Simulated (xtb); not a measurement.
xtb input (GFN2-xTB):

```bash
xtb mol.xyz --gfn 2 --ohess tight --chrg -1 --uhf 0
```
mol.xyz:
```
10

C     -2.09334712     0.00394483    -0.06677942
C     -0.62539577    -0.29077375    -0.40178374
O     -0.30482413    -0.97007039    -1.34500008
O      0.16738436     0.31432442     0.45306885
C      1.54788447     0.05652337     0.20909493
H     -2.24012413     1.06686252    -0.08277632
H     -2.28095240    -0.33920917     0.96775364
H      1.87053741     0.44096211    -0.80054130
H      2.20287116     0.62610430     0.96188915
H      1.82469439    -0.97533607     0.27116261
```

End of the output:

```
       1    103.98    -1.00722 ( 94.93%)    -0.83919 (  5.07%)    -0.99869
       2    171.51    -0.72119 ( 99.28%)    -0.69113 (  0.72%)    -0.72097
   ------------------------------------------------------------------------
Note: The following floating-point exceptions are signalling: IEEE_UNDERFLOW_FLAG IEEE_DENORMAL
normal termination of xtb

   temp. (K)  partition function   enthalpy   heat capacity  entropy
                                   cal/mol     cal/K/mol   cal/K/mol   J/K/mol
 298.15  VIB   8.91                 1842.204     13.570     10.496
         ROT  0.716E+05              888.752      2.981     25.197
         INT  0.638E+06             2730.956     16.551     35.693
         TR   0.604E+27             1481.254      4.968     38.765
         TOT                        4212.2100    21.5187    74.4582   311.5331

       T/K    H(0)-H(T)+PV         H(T)/Eh          T*S/Eh         G(T)/Eh
   ------------------------------------------------------------------------
    298.15    0.671258E-02    0.795251E-01    0.353775E-01    0.441476E-01
   ------------------------------------------------------------------------

         :::::::::::::::::::::::::::::::::::::::::::::::::::::
         ::                  THERMODYNAMIC                  ::
         :::::::::::::::::::::::::::::::::::::::::::::::::::::
         :: total free energy         -17.234813649032 Eh   ::
         ::.................................................::
         :: total energy              -17.278961256665 Eh   ::
         :: zero point energy           0.072812515049 Eh   ::
         :: G(RRHO) w/o ZPVE           -0.028664907415 Eh   ::
         :: G(RRHO) contrib.            0.044147607634 Eh   ::
         :::::::::::::::::::::::::::::::::::::::::::::::::::::

optimized geometry written to: xtbopt.xyz

           -------------------------------------------------
          | TOTAL ENERGY              -17.278961256665 Eh   |
          | TOTAL ENTHALPY            -17.199436157754 Eh   |
          | TOTAL FREE ENERGY         -17.234813649032 Eh   |
          | GRADIENT NORM               0.000343309257 Eh/α |
          | HOMO-LUMO GAP               5.109560646022 eV   |
           -------------------------------------------------

------------------------------------------------------------------------
------------------------------------------------------------------------
 total:
 SCF:
 ANC optimizer:
 analytical hessian:
```

It need not be the lowest isomer of its formula. Whether it binds its extra electron was not tested at this geometry.
